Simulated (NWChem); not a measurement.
# Correlation energy of Cl2Pb

```xyz
3

Pb     0.0000     0.0000    -0.4658
Cl     1.9363     0.0000     1.1233
Cl    -1.9363     0.0000     1.1233
```
Charge 0, spin multiplicity 1.

Everything below was run with NWChem. The geometry was optimised at B3LYP/def2-SVP with def2 effective core potentials on Pb, a minimum by its harmonic frequencies.

Basis set: def2-SVP. Each correlation energy counts from its own Hartree-Fock reference.

Effective core potentials replace the inner electrons of Pb; spin-orbit coupling is left out. The correlated methods keep 14 core orbitals frozen. The structure started from a generated list of species. No row is a measurement; the coupled-cluster row has its own basis-set and correlation limits.

Q: Order these methods by the correlation energy they give, lowest first: CCSD(T), CCSD, CR-CCSD(T), MP2, SCS-MP2.

A: CCSD(T) (-384.8 mHa), CR-CCSD(T) (-382.7 mHa), CCSD (-374.7 mHa), MP2 (-343.9 mHa), SCS-MP2 (-331.8 mHa)
